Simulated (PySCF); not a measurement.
Computed shifts of a molecule C₃H₉Al, PBE0/pcSseg-1 (PySCF), GIAO, gas phase, atoms alike by connectivity averaged where their shifts nearly agree, in ppm (number of nuclei): ¹H: 5.72 (2), 1.81 (2), 1.36 (3), 0.64 (2). ¹³C: 24.8 (1), 24.2 (1), 21.9 (1). References: ¹H against TMS (σ = 31.56 ppm); ¹³C against TMS (σ = 186.3 ppm), references at their B3LYP-D3(BJ)/def2-TZVP geometries, non-relativistic. Coordinates come from a B3LYP-D3(BJ)/def2-SVP optimisation. One conformer was computed; it need not be the lowest.

Pick the molecule that these values belong to.
(A) [CH3][Al]([CH3])[CH3]
(B) CC[CH2][AlH2]
(C) C[CH2][AlH][CH3]

B, CC[CH2][AlH2]
